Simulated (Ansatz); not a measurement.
A structure relaxed at PBE0-D4/def2-TZVP, charge 0, multiplicity 1:

```xyz
11

C     0.2271    1.0145   -1.2597
C     0.2177    0.1753   -0.2177
Ga    1.9507   -0.3806    0.5032
Sn   -1.6575   -0.4742    0.5649
H     1.1576    1.3781   -1.6998
H    -0.6786    1.3905   -1.7388
H     2.0436   -1.3480    1.7360
H     3.2323    0.1884   -0.2089
H    -2.9080    0.2490   -0.3527
H    -1.7800   -2.1764    0.4683
H    -1.8047   -0.0165    2.2051
```

Q: Give its formula and SMILES.

A: C2H7GaSn, `C=[C]([GaH2])[SnH3]`.

Q: Point group (tolerance 0.08 Å, 0.16 Å for H)?

A: Cs.

Q: Summarise the bond lengths by kind.

A: 1 × C–C 1.338 Å; 2 × C–H 1.091 to 1.092 Å; 1 × C–Ga 1.958 Å; 1 × C–Sn 2.133 Å; 2 × Ga–H 1.570 to 1.573 Å; 3 × H–Sn 1.709 to 1.711 Å.

Program: Ansatz 0.2.0.
